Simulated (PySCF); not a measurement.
## Worked example: chemical shift, span and skew from a shielding tensor

Zn(Cl)(Et) (C2H5ClZn), SMILES C[CH2][Zn][Cl]. Atoms are numbered in the order given.

```xyz
9

Zn     0.1779    -0.0976     0.0000
Cl    -0.2372    -2.1853     0.0000
C      0.5611     1.8090     0.0000
C     -0.6752     2.7165     0.0000
H      1.2001     2.0120    -0.8867
H      1.2001     2.0120     0.8867
H     -1.3156     2.5550     0.8916
H     -1.3156     2.5550    -0.8916
H     -0.3908     3.7914     0.0000
```
Charge 0, spin multiplicity 1.

Geometry: PBE-D3(BJ)/def2-SVP. The structure was generated by enumeration; whether it is a known compound was not checked. Other conformers were not sampled.

GIAO shieldings from B3LYP/pcSseg-1 in PySCF, non-relativistic, no solvent. The symmetric part of the tensor of C4 has the principal values 155.0, 156.8, 179.2 ppm. The same nucleus in TMS has σ = 181.3 ppm at this level (PySCF, at its B3LYP-D3(BJ)/def2-TZVP geometry). Without spin–orbit terms, shifts of atoms bonded to Cl or Br come out too high.

Work out the isotropic shielding, the ¹³C shift against TMS, the span and the skew.


σ(iso) = (σ11 + σ22 + σ33)/3 = 163.7 ppm. δ = σ(ref) − σ(iso) = 181.3 − (163.7) = 17.6 ppm.
Span Ω = σ33 − σ11 = 24.2 ppm. Skew κ = 3(σ(iso) − σ22)/Ω = 0.85. Tumbling in solution averages the tensor to δ; in a static solid the shielding alone would spread this spin-1/2 line over Ω.
